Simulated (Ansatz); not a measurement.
Isolated molecules relaxed with PBE0-D4/def2-TZVP in Ansatz; ΔE leaves out vibrations. CCSD(T)/CBS adds triple-zeta CCSD(T) − MP2 to the extrapolated MP2 energy (def2 sets, frozen cores). This one scheme is used for every species, atoms too. DFT in def2-TZVPP. B3LYP here is the variant with VWN-RPA as its local correlation; programs differ in this. Open shells (•) are unrestricted, without spin–orbit coupling. Spin–orbit coupling would lower the free atoms: a little for B, C. Each species was taken in one conformer, which may not be the lowest.

Reaction (atomization): `CN(C)BN` → B• + 2 C• + 9 H• + 2 N•

```csv
level,ΔE (kJ/mol)
PBE-QIDH,5335.0
revPBE,5273.5
r2SCAN,5359.4
B3LYP,5366.2
CCSD(T)/def2-SVP,5100.2
CCSD/def2-TZVPP,5151.7
SCS-MP2/def2-QZVPP,5377.8
HF/CBS(def2),3928.0
```

Q: What does CCSD(T)/CBS give? (Best estimate.)

A: Ansatz gave: +5354.8 kJ/mol. The listed levels differ from it by -19.8, -81.3, 4.6, 11.4, -254.6, -203.1, 23.0, -1426.8 kJ/mol.

Largest T1 diagnostic among the species: 0.014.

The D4 term adds +37.7 kJ/mol with B3LYP and +19.9 kJ/mol with PBE0; it sums over pairs of atoms, weighted by their polarisabilities, and B3LYP, whose exchange is more repulsive, gets the larger term. From PBE to PBE0 (25 % exact exchange), in def2-TZVPP and without D4, ΔE moves by −84.3 kJ/mol: exact exchange takes away binding that semilocal exchange gives to molecules. Leaving LDA and LC-ωPBE aside and taking each functional with its dispersion term where it has one, the values, not all of them listed here, spread over 225.6 kJ/mol, from BHLYP-D4 to PBE-D4. LDA lies +665.8 kJ/mol from PBE without D4, its usual overbinding.

For atomizations the MP2-based limit and the directly extrapolated one differ by several kJ/mol either way, and by 10 to 25 for some Ge, Se and Sn compounds, so smaller differences from it don't rank the levels.
